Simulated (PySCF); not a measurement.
How methods differ on the excitation energy of W⁺

W⁺ [Xe] 4f14 5d4 6s1 (6D) → W⁺ [Xe] 4f14 5d5 (6S), as a difference of total energies. Calculation: PySCF 2.14, in def2-TZVPPD with the def2 core potential (60 electrons) (6s5p3d2f1g, 59 functions); scalar relativity through the core potential. Correlated levels: valence: 5s2 5p6 frozen; valence and next inner shell: nothing frozen outside the core potential. The calculations carry no spin-orbit coupling.

```json
{"method": "UHF", "excitation energy (cm⁻¹)": "3919.4"}
{"method": "LDA", "excitation energy (cm⁻¹)": "4076.2"}
{"method": "PBE", "excitation energy (cm⁻¹)": "3655.5"}
{"method": "r2SCAN", "excitation energy (cm⁻¹)": "5225.9"}
{"method": "TPSSh", "excitation energy (cm⁻¹)": "3715.5"}
{"method": "B97-3", "excitation energy (cm⁻¹)": "3256.9"}
{"method": "LC-wPBE", "excitation energy (cm⁻¹)": "2407.0"}
{"method": "MP2 (valence)", "excitation energy (cm⁻¹)": "2878.7"}
{"method": "SCS-MP2 (valence)", "excitation energy (cm⁻¹)": "3572.5"}
{"method": "MP2 (valence and next inner shell)", "excitation energy (cm⁻¹)": "3979.1"}
{"method": "SCS-MP2 (valence and next inner shell)", "excitation energy (cm⁻¹)": "4212.2"}
```

Problem. Estimate what PBE0 gives.

Solution. 2972.2 cm⁻¹, closest to MP2 (valence) among the rows shown.

Problem. Estimate what wB97X gives.

Solution. 2221.1 cm⁻¹, closest to LC-wPBE among the rows shown.

Errors of the correlated levels include the incompleteness of this basis and the frozen core.

For comparison: 3276.6 cm⁻¹ (measured; NIST levels, between the centres of gravity of the two terms).
